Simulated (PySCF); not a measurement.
First SCF of a structure search on singlet Mn₂H₄, at a hand-made doubly bridged, trans geometry. PySCF input:

```python
from pyscf import gto, scf, dft
mol = gto.M(atom='''
Mn     1.091600     0.000000     0.000000
Mn    -1.091600     0.000000     0.000000
H      0.000000     1.170600     0.000000
H      0.000000    -1.170600     0.000000
H      1.846600     0.000000     1.298600
H     -1.846600     0.000000    -1.298600''',
    basis={'Mn': 'def2-TZVP', 'H': 'def2-TZVP'},
    charge=0, spin=0)
mf = dft.RKS(mol, xc='PBE0')
mf.grids.atom_grid = (50, 194)
aux = {'Mn': 'def2-universal-JKFIT', 'H': 'def2-universal-JKFIT'}
mf = mf.density_fit(auxbasis=aux)
mf.conv_tol = 1e-08
mf.diis_space = 10
mf.max_cycle = 60
mf.init_guess = 'minao'
mf.verbose = 4
mf.kernel()
```

Excerpt of the output (cycles and frontier levels); a level shift of 0.3 Eh and then a second-order solver take over where DIIS stalls:

```
init E= -2301.62287706789
  HOMO = 0.120776404264972  LUMO = 0.121816653615782  gap/eV = 0.02831
cycle= 1 E= -2285.62419223658  delta_E=   16  |g|= 7.92  |ddm|= 29.6
cycle= 2 E= -2270.45885096584  delta_E= 15.2  |g|= 15.7  |ddm|= 30.2
  HOMO = -1.56747413211666  LUMO = -1.54366200297117  gap/eV = 0.64796
cycle= 3 E= -2291.3305484888  delta_E= -20.9  |g|= 8.93  |ddm|= 3.47
  HOMO = -0.61448952856945  LUMO = -0.604139055229476  gap/eV = 0.28165
cycle= 4 E= -2299.64789214114  delta_E= -8.32  |g|= 5.14  |ddm|=  1.8
  HOMO = -0.505497945451165  LUMO = -0.480294995862993  gap/eV = 0.68581
cycle= 5 E= -2301.03524682339  delta_E= -1.39  |g|= 4.13  |ddm|= 0.616
  HOMO = -0.342204870882358  LUMO = -0.310213264771312  gap/eV = 0.87054
cycle= 6 E= -2302.70886227707  delta_E= -1.67  |g|= 2.05  |ddm|= 1.24
  HOMO = -0.147687550008714  LUMO = -0.129338401459608  gap/eV = 0.49931
cycle= 7 E= -2303.43420600739  delta_E= -0.725  |g|= 0.494  |ddm|= 1.53
... 97 lines left out ...
cycle= 56 E= -2303.50369311959  delta_E= 2.21e-06  |g|= 0.000403  |ddm|= 0.00929
  HOMO = -0.167429349926775  LUMO = -0.123064934990166  gap/eV = 1.20722
cycle= 57 E= -2303.5036927865  delta_E= 3.33e-07  |g|= 0.000587  |ddm|= 0.00238
  HOMO = -0.167437292584127  LUMO = -0.123070048464444  gap/eV = 1.20729
cycle= 58 E= -2303.50369294592  delta_E= -1.59e-07  |g|= 0.000642  |ddm|= 0.00148
  HOMO = -0.16742098544217  LUMO = -0.123071879169171  gap/eV = 1.20680
cycle= 59 E= -2303.50369304463  delta_E= -9.87e-08  |g|= 0.000584  |ddm|= 0.000789
  HOMO = -0.167422055982463  LUMO = -0.123070396219278  gap/eV = 1.20687
cycle= 60 E= -2303.50369296456  delta_E= 8.01e-08  |g|= 0.000609  |ddm|= 0.000456
SCF not converged.
init E= -2301.62287706789
  HOMO = 0.367602053829382  LUMO = 0.373233229910507  gap/eV = 0.15323
cycle= 1 E= -2290.62033362564  delta_E=   11  |g|= 7.75  |ddm|= 22.8
cycle= 2 E= -2274.71818215175  delta_E= 15.9  |g|= 14.9  |ddm|= 23.4
  HOMO = -1.11889530498826  LUMO = -0.821596814805091  gap/eV = 8.08990
cycle= 3 E= -2292.12559392763  delta_E= -17.4  |g|=  8.6  |ddm|= 2.95
  HOMO = -0.313500719778182  LUMO = -0.176500639912065  gap/eV = 3.72796
cycle= 4 E= -2299.46039617261  delta_E= -7.33  |g|=    5  |ddm|=  1.5
  HOMO = -0.318403202111331  LUMO = -0.0620611766440762  gap/eV = 6.97542
cycle= 5 E= -2301.52009565336  delta_E= -2.06  |g|= 3.48  |ddm|= 0.666
  HOMO = -0.120810709512471  LUMO = 0.142634317438571  gap/eV = 7.16870
cycle= 6 E= -2303.0004246245  delta_E= -1.48  |g|= 1.47  |ddm|= 0.733
  HOMO = -0.035856805290134  LUMO = 0.236106456148409  gap/eV = 7.40050
cycle= 7 E= -2303.42713183536  delta_E= -0.427  |g|= 0.208  |ddm|= 0.67
... 138 lines left out ...
  HOMO = -0.167545047810087  LUMO = 0.177440532071166  gap/eV = 9.38754
cycle= 77 E= -2303.50372798528  delta_E= 2.68e-07  |g|= 0.00587  |ddm|= 0.00107
  HOMO = -0.167720630863109  LUMO = 0.177418837369117  gap/eV = 9.39172
cycle= 78 E= -2303.5037305132  delta_E= -2.53e-06  |g|= 0.00459  |ddm|= 0.00216
  HOMO = -0.168078072395501  LUMO = 0.177271367135015  gap/eV = 9.39744
cycle= 79 E= -2303.50374021334  delta_E= -9.7e-06  |g|= 0.00451  |ddm|= 0.00501
  HOMO = -0.168072364363413  LUMO = 0.177270437249431  gap/eV = 9.39726
cycle= 80 E= -2303.50374411396  delta_E= -3.9e-06  |g|= 0.00448  |ddm|= 0.00294
SCF not converged.
  HOMO = -0.167951366033914  LUMO = -0.122849523744621  gap/eV = 1.22728
macro= 0  E= -2303.50372851007  delta_E= 1.56039e-05  |g|= 0.00448447  1 KF 7 JK
macro= 1  E= -2303.5036870046  delta_E= 4.15055e-05  |g|= 0.000101727  4 KF 28 JK
macro= 2  E= -2303.50368700459  delta_E= 4.54747e-13  |g|= 2.13339e-05  1 KF 2 JK
macro X = 3  E=-2303.50368700459  |g|= 2.13339e-05  total 7 KF 41 JK
converged SCF energy = -2303.50368700459
```

This is not the lowest solution: another start and a stability analysis within the same restricted form found one 384.8 kJ/mol lower, at -2303.65025 Eh.

Stability towards spin polarisation was not tested.

The search for the lowest solution, 3 starts and the stability check together, took 34 s on 2 threads of a shared Arm Neoverse V2 host, with 114 basis functions. Launch command: `OMP_NUM_THREADS=2 python axn.py task.json out`.
